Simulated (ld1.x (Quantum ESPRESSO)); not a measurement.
## nickel (Ni): excitation energies, all-electron against PAW

```json
{
 "Element": "nickel",
 "Generator": "ld1.x (Quantum ESPRESSO) 7.5",
 "Type": "PAW",
 "Functional": "PBE",
 "Relativity": "scalar-relativistic",
 "Frozen core": "[Ne] 3s2",
 "Valence charge": "16",
 "Reference configuration": "3p6 3d9 4s1 4p0",
 "Partial waves": "4s (bound): rcut 1.70, rcutus 2.35 bohr; 4s channel at 1.1 Ry: rcut 1.70, rcutus 2.35 bohr; 3p (bound): rcut 1.15, rcutus 1.25 bohr; 4p (bound, empty): rcut 1.15, rcutus 1.25 bohr; 3d (bound): rcut 0.85, rcutus 1.05 bohr; 3d channel at 2.2 Ry: rcut 0.85, rcutus 1.05 bohr",
 "Local potential": "all-electron potential smoothed inside 1.50 bohr (lloc = -1)",
 "Core correction": "Bessel-smoothed model core inside 0.85 bohr",
 "Augmentation charge": "BESSEL, radius 0.95 bohr"
}
```

Energies are relative to the spin-unpolarised reference configuration 3p6 3d9 4s1 4p0; without spin polarisation the order of configurations can differ from experiment. Not all tests gave a result: test run stopped at test 6 of 7 (negative rho), 1 before it not solved. Left out of the table: 3p5 3d8 4s2 4p0 (solver errors, printed error -2709 eV).

```json
{"valence configuration": "3p6 3d8 4s0 4p0", "charge": "+2", "ΔE all-electron (eV)": "28.269", "error AE − PS (meV)": "-0.4"}
{"valence configuration": "3p6 3d9 4s0 4p0", "charge": "+1", "ΔE all-electron (eV)": "7.913", "error AE − PS (meV)": "+8.8"}
```

**Question.** What are ΔE and the potential's error for 3p6 3d8 4s1 4p0?

**Answer.** ΔE = 10.918 eV all-electron; the error (AE − PS) is +0.8 meV.

**Question.** What are ΔE and the potential's error for 3p6 3d8 4s2 4p0?

**Answer.** ΔE = 1.595 eV all-electron; the error (AE − PS) is +30 meV.

Levels in the configuration 3p6 3d8 4s1 4p0:

```tsv
level	all-electron (eV)	pseudo (eV)
3p	-80.511	-80.496
3d	-17.924	-17.915
4s	-13.184	-13.205
```
